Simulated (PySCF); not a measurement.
**C₆ coefficients of unlike pairs at PBE**

Calculated with PySCF 2.14 from the dipole response of each species, C₆(A,B) = (3/π) ∫ α_A(iu) α_B(iu) du, in atomic units, from isotropic polarisabilities. For ions this is the dispersion term alone; charge-induced terms of lower order in 1/R come first.

```csv
species,configuration,basis,relativity,α (bohr³),C₆ (like pair)
Zn²⁺,[Ar] 3d10 (1S),aug-cc-pVDZ-PP with ECP10MDF (5s5p4d2f),core potential,2.290,4.960
Tc²⁺,[Kr] 4d5 (6S),def2-TZVPPD with the def2 core potential (28 electrons) (6s4p3d2f1g),core potential,8.296,43.07
I²⁺,[Kr] 4d10 5s2 5p3 (4S),aug-cc-pVTZ-DK3 (8s7p5d2f),spin-free X2C,13.77,92.22
S⁺,[Ne] 3s2 3p3 (4S),aug-cc-pV(T+d)Z (6s5p4d2f),none,11.03,54.50
```

Problem. Estimate C₆ for I²⁺ with Zn²⁺.

Solution. The integral gives 19.54. The combination rule 2 C_A C_B / (C_A α_B/α_A + C_B α_A/α_B) gives 20.26 and the geometric mean 21.39.

No spin-orbit coupling is included.

The other pairs:

```csv
pair,C₆
"S⁺, Zn²⁺",14.69
"S⁺, I²⁺",70.79
"Tc²⁺, Zn²⁺",14.13
"I²⁺, Tc²⁺",61.82
"S⁺, Tc²⁺",46.98
```
